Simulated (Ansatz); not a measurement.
Isomers of Te5Pb6 (singlet), relaxed with PBE-D4/def2-SVP; total energies from Ansatz at PBE0-D4/def2-SVP.

```tsv
isomer	description	energy (Eh)
A	point group not assigned; 16 × Pb–Te 2.88 to 3.23 Å	-2498.01703
B	point group not assigned; 17 × Pb–Te 2.96 to 3.33 Å	-2498.01902
```

In the def2 sets Pb, Te take a core potential; there is no spin–orbit coupling.

The isomers come from a short search, and lower ones may exist.

Problem. Work out the relative energies (1 Eh = 2625.5 kJ/mol) and the Boltzmann populations at 1200 K from electronic energies alone (R = 8.314 J/mol/K).

Solution. ΔE: A 5.2, B 0.0 kJ/mol. RT = 9.98 kJ/mol. Factors exp(−ΔE/RT): A 0.594, B 1; sum 1.594. Populations: A 37.3 %, B 62.7 %. Zero-point energy, vibrational entropy and symmetry numbers are left out and can shift these; an error of 4 kJ/mol changes a ratio by a factor of 1.5. Over the other density-functional and correlated levels in def2 sets, the gap between B and A ranges from 1 to 8 kJ/mol.
